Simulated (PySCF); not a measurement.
# Excitation energy of Sr by level of theory

Sr [Kr] 5s2 (1S) → Sr [Kr] 4d1 5s1 (3D), as a difference of total energies. All numbers are calculated (PySCF 2.14, scalar relativity by spin-free X2C-1e, in x2c-TZVPPall (8s6p6d2f1g, 79 functions)). Correlated levels: valence: [Kr] frozen; valence and next inner shell: [Ar] 3d10 frozen. The calculations carry no spin-orbit coupling.

| method | excitation energy (eV) | error (eV) |
| --- | --- | --- |
| UHF | 1.877 | -0.386 |
| LDA | 1.872 | -0.391 |
| PBE | 1.709 | -0.554 |
| PBE0 | 1.781 | -0.482 |
| r2SCAN | 1.455 | -0.808 |
| B3LYP | 1.954 | -0.309 |
| B2PLYP | 2.144 | -0.119 |
| BHandHLYP | 2.095 | -0.168 |
| BLYP | 1.888 | -0.375 |
| MP2 (valence) | 2.275 | +0.012 |
| SCS-MP2 (valence) | 2.443 | +0.180 |
| MP2 (valence and next inner shell) | 2.284 | +0.021 |
| SCS-MP2 (valence and next inner shell) | 2.436 | +0.173 |

Reference: 2.263 eV (measured; NIST levels, between the centres of gravity of the two terms).

Errors of the correlated levels include the incompleteness of this basis and the frozen core.
